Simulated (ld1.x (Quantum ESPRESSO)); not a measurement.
V (Z = 23) TM: all-electron and pseudo phase curves

vanadium, norm-conserving Troullier–Martins (Kleinman–Bylander form), made with ld1.x (Quantum ESPRESSO) 7.5 (Wu–Cohen, scalar-relativistic). Core [Ar], reference 3d3 4s1.75 4p0.25. Waves: 4s (bound): rc 3.05 bohr; 4p (bound): rc 2.80 bohr; 3d (bound): rc 2.15 bohr; 4f channel at 0.05 Ry: rc 2.65 bohr. Local part: all-electron potential smoothed inside 2.50 bohr (lloc = -1). Core correction: none.

The phase is arctan(r·u′/u) with u = r·R(r), unwrapped; energies in Ry, scanned from -2 to 5 Ry. A pole is an energy at which the radial function vanishes at the test radius. The pseudo phase is shifted by a multiple of π to meet the all-electron one at the reference energy, and phase errors are pseudo minus all-electron; the curves can meet again beyond the range given. Levels narrower than the energy grid can be missing from the lists of poles.

Task: For each channel, where are the poles, and over which energies does the pseudopotential scatter like the atom?

Result:

| channel | radius (bohr) | reference energy (Ry) | poles, all-electron | poles, pseudo | unbroken range about the reference energy with phases within 0.05 rad | phase error 1 Ry above the reference energy (rad) |
| --- | --- | --- | --- | --- | --- | --- |
| s | 3.31 | -0.36 | 0.59 | 0.49, 1.69 | below 0.7 | -0.037 |
| p | 3.31 | -0.12 | 1.28 | 1.12, 3.62 | below 1.4 | -0.024 |
| d | 3.31 | -0.41 | -0.33, 2.51 | -0.33, 2.88 | below 0.5 | +0.072 |
| f | 3.31 | 0.05 | 2.88 | 2.91 | below 4.1 | +0.001 |

Phases in the p channel:

| E (Ry) | all-electron | pseudo |
| --- | --- | --- |
| -2.00 | 1.334 | 1.331 |
| -1.52 | 1.289 | 1.286 |
| -1.04 | 1.208 | 1.206 |
| -0.56 | 1.012 | 1.010 |
| -0.08 | 0.131 | 0.131 |
| 0.40 | -1.180 | -1.194 |
| 0.88 | -1.470 | -1.494 |
| 1.36 | -1.587 | -1.636 |
| 1.84 | -1.669 | -1.812 |
| 2.32 | -1.759 | -3.078 |
| 2.80 | -1.921 | -4.498 |
| 3.28 | -2.494 | -4.657 |
| 3.76 | -4.035 | -4.732 |
| 4.24 | -4.443 | -4.793 |
| 4.72 | -4.569 | -4.867 |
